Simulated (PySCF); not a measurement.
C5H5NS.
Atom-mapped SMILES: `[CH3:1][C:2](=[C:3]=[S:4])[CH2:5][C:6]#[N:7]` (hydrogens: H8, H9, H10 on C1; H11, H12 on C5)

A PySCF run (density fitting, gas phase, GFN2-xTB geometry) gave HOMO -6.32 eV, LUMO -2.50 eV, dipole 3.38 D and E = -646.393 Eh.

Question: Which of these levels was it?
A. PBE0/def2-SVPD
B. WP04/6-311+G(2d,p)
C. LDA/pcSseg-1
D. B97-2/IGLO-II
E. PBE0/pcSseg-1

Answer: D. It is B97-2/IGLO-II. All candidates on this geometry:

```
                                level and settings                                   kind  basis functions  SCF cycles     E (Eh)  HOMO (eV)  LUMO (eV)  dipole (D)
                                      LDA/pcSseg-1                                    LDA              151          16  -642.7925      -5.72      -3.66        3.40
WP04/6-311+G(2d,p), fitting basis def2-qzvpp-jkfit  global hybrid fitted to proton shifts              227          12  -656.3111      -7.77      -4.61        3.47
                       B97-2/IGLO-II, grid level 3                          global hybrid              197          15  -646.3929      -6.32      -2.50        3.38
                                    PBE0/def2-SVPD                          global hybrid              187          14  -645.6902      -6.67      -2.58        3.41
                                     PBE0/pcSseg-1                          global hybrid              151          14  -645.9349      -6.66      -2.54        3.37
```

The nearest other candidate, by the summed differences of HOMO and LUMO, is PBE0/pcSseg-1: its HOMO differs by -0.34 eV and its LUMO by -0.04 eV. Cycle counts include a coarse-grid stage where the run had one. All basis functions are spherical, in the Pople sets too. WP04 was designed for NMR shieldings or shifts; total energies of different functionals aren't comparable.

Conformer computed: `[CH3:1][C:2](=[C:3]=[S:4])[CH2:5][C:6]#[N:7]`: C1–C2–C5–C6 69°.
